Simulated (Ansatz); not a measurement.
Program: Ansatz. Geometries: PBE0-D4/def2-TZVP. ΔE: electronic, gas phase. CCSD(T)/CBS is the MP2 limit (def2-TZVPP, def2-QZVPP) plus CCSD(T) − MP2 in def2-TZVPP, frozen cores. DFT in def2-TZVPP. Each species was taken in one conformer, which may not be the lowest.

Reaction (redistribution): `C=[CH][AlH][CH3]` + `O[SiH](O)N[SiH2]Cl` → `C=[CH][AlH][SiH2]Cl` + `CN[SiH](O)O`

```csv
species,r2SCAN-D4 energy (Eh)
`C=[CH][AlH][CH3]`,-360.87956
`O[SiH](O)N[SiH2]Cl`,-1248.16837
`C=[CH][AlH][SiH2]Cl`,-1071.88127
`CN[SiH](O)O`,-537.10845
```

(1) Work out ΔE.

Largest T1 diagnostic among the species: 0.011.

Answers

(1) ΔE = (-1071.88127) + (-537.10845) − (-360.87956) − (-1248.16837) = 0.05821 Eh = +1.58 eV. CCSD(T)/CBS gives +1.58 eV.

The D4 term adds +0.05 eV with B3LYP and +0.02 eV with PBE0; it sums over pairs of atoms, weighted by their polarisabilities, and B3LYP, whose exchange is more repulsive, gets the larger term. From PBE to PBE0 (25 % exact exchange), in def2-TZVPP and without D4, ΔE moves by +0.06 eV.

B3LYP here is the variant with VWN-RPA as its local correlation; programs differ in this.
